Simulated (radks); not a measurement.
Initial-state core-level shifts of the cobalt ion Co+ when its valence configuration changes from [Ar] 3d8. Calculated with a radial shooting solver on a logarithmic mesh with Libxc functionals: scalar-relativistic Kohn-Sham, PBE, spin-polarised, spherical densities, finite nucleus; open shells are filled with parallel spins first; Fermi nuclear charge, rms radius 3.7875 fm. Shifts are changes of the shell-averaged eigenvalues in eV (positive: less bound); the change of the density at the nucleus, which sets a Mossbauer isomer shift, is in e/bohr^3, on a base of 1.736e+04.

[
 {"valence": "3d7 4s1", "1s": "-5.281", "2p": "-5.874", "3s": "-5.334", "3p": "-5.180", "density at nucleus": "+9.989"},
 {"valence": "3d6 4s2", "1s": "-12.113", "2p": "-13.443", "3s": "-11.944", "3p": "-11.602", "density at nucleus": "+22.300"},
 {"valence": "3d6 4p2", "1s": "-14.806", "2p": "-16.061", "3s": "-14.611", "3p": "-14.249", "density at nucleus": "+3.437"},
 {"valence": "3d7 4p1", "1s": "-6.822", "2p": "-7.324", "3s": "-6.878", "3p": "-6.725", "density at nucleus": "+1.274"},
 {"valence": "3d7.5 4p0.5", "1s": "-3.249", "2p": "-3.468", "3s": "-3.307", "3p": "-3.238", "density at nucleus": "+0.528"},
 {"valence": "3d7.5 4s0.5", "1s": "-2.470", "2p": "-2.741", "3s": "-2.524", "3p": "-2.453", "density at nucleus": "+4.577"},
 {"valence": "3d6 4s1 4p1", "1s": "-13.363", "2p": "-14.684", "3s": "-13.171", "3p": "-12.814", "density at nucleus": "+13.771"},
 {"valence": "3d6.5 4s1.5", "1s": "-8.547", "2p": "-9.485", "3s": "-8.530", "3p": "-8.287", "density at nucleus": "+15.732"},
 {"valence": "3d5 4s2 4p1", "1s": "-21.461", "2p": "-23.720", "3s": "-20.622", "3p": "-20.043", "density at nucleus": "+28.707"}
]
